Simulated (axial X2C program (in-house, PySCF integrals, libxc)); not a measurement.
## What spin–orbit coupling does to MnC⁻

Calculated with an in-house relativistic program for diatomic molecules. Spin-free means the one-electron spin-free X2C Hamiltonian; two-component (2c) means X2C with spin–orbit coupling and atomic mean-field two-electron Coulomb and Gaunt terms, so the difference of the two also holds small scalar two-electron terms. Basis: Mn dyall-acv3z [10s11p7d4f2g], C dyall-av3z [8s7p3d2f] (cores contracted in-house); Gaussian nuclei, density fitting, unrestricted open shells. Masses: Mn 54.938 u, C 12.000 u.

Spin-free state: M_S = 2, Λ = 1 (beyond evenly filled blocks: σα, π+α, δ+α, δ-α); fragments Mn- + C.

```json
{"level": "PBE0", "Re (Å)": "1.723", "ωe (cm⁻¹)": "588.9", "μ (D)": "-2.29"}
```

Dipoles are positive if C is the positive end and refer to the centre of mass.

Two-component determinant lowest at the distance of the search:

Ω = 1 (⟨Sz⟩ = 1.00, ⟨Lz⟩ = 0.00 at PBE0); fragments Mn- + C.

```json
{"level": "PBE0", "Re (Å)": "1.758", "ωe (cm⁻¹)": "497.7", "μ (D)": "-0.02"}
```

(1) From the two tables, how do the constants change at the PBE0 level (2c against spin-free)?

One determinant describes the state; a PBE0 search over occupations chose it and may have missed a lower one. De is not given where an atomic determinant may have missed its ground term or J level, or where the truncated virtual space spoils (T). Density functionals use the spin component along the axis (collinear). PBE0 can misorder states that lie within some tenths of an eV, so this need not be the ground state of the molecule. The nearest other spin-free determinant of the search, M_S = 2, Λ = 0, lies 0.35 eV up at the distance of the search. The functionals have no current-density term, which raises determinants with orbital currents, atoms included. With several unpaired electrons one determinant need not be a pure state. Open-shell Ω = 0 determinants with evenly filled partner blocks cannot be reached by this program, so the Ω shown need not be the lowest component. The highest occupied level of some functionals is positive through self-interaction error; at Hartree–Fock it is bound. The determinant is spin-polarised beyond a pure state at some levels (its spin-free form has ⟨S²⟩ too high), which makes Re and μ there less reliable.

## Answers

(1) At the PBE0 level Re increases by 0.035 Å and ωe falls by 91.2 cm⁻¹. The two determinants differ in configuration, so these shifts compare two states and are not the spin–orbit effect on one state.
